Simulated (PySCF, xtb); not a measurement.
F4S, SMILES FS(F)(F)F (connectivity only; charge and spin as stated), charge -1, multiplicity 2.

Geometry: PBE0-D3(BJ)/def2-SVPD. The multiplicity is an assumed one; other spin states were not compared.

These are PySCF with C-PCM-ωB97X/def2-SVPD values and carry that method's errors.

The values are the electrostatic part of the solvation free energy, E(continuum) − E(gas) at the gas-phase geometry, in a cavity of scaled van der Waals radii (PySCF's table); cavitation and dispersion terms are not included.

### Question
Estimate the values in water (ε = 78.36), acetone (ε = 20.49), ethanol (ε = 24.85). (The exact figures need the calculation; the answer reports its results.)

### Answer

| solvent | ε | ΔG(elec) (kcal/mol) |
|---|---|---|
| water | 78.36 | -59.5 |
| acetone | 20.49 | -57.3 |
| ethanol | 24.85 | -57.8 |

For comparison, GFN2-xTB/ALPB(water) (xtb, at the GFN2-xTB geometry, all terms of that model) gives -79.0 kcal/mol.
